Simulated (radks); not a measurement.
Question: All-electron atom: Nb VIII in [Ar] 3d10 4s2 4p4. Method: Dirac Kohn-Sham, BLYP, spin-unpolarised, spherical densities, finite nucleus; open shells fill j = l - 1/2 first; Fermi nuclear charge, rms radius 4.324 fm; computed with a radial shooting solver on a logarithmic mesh with Libxc functionals.

Spin-orbit splittings of the eigenvalues, e(l+1/2) - e(l-1/2), with zeta = 2 splitting/(2l+1) and mean radii in bohr:

| shell | occ. | splitting (eV) | zeta (eV) | <r> j=l-1/2 | <r> j=l+1/2 |
|---|---|---|---|---|---|
| 2p | 6 | 95.87 | 63.91 | 0.1346 | 0.1390 |
| 3p | 6 | 15.61 | 10.41 | 0.4375 | 0.4479 |
| 3d | 10 | 2.921 | 1.168 | 0.4284 | 0.4319 |
| 4p | 4 | ? | ? | 1.159 | 1.180 |

Estimate the 4p splitting.

Answer: 2.687 eV (zeta = 1.791 eV).
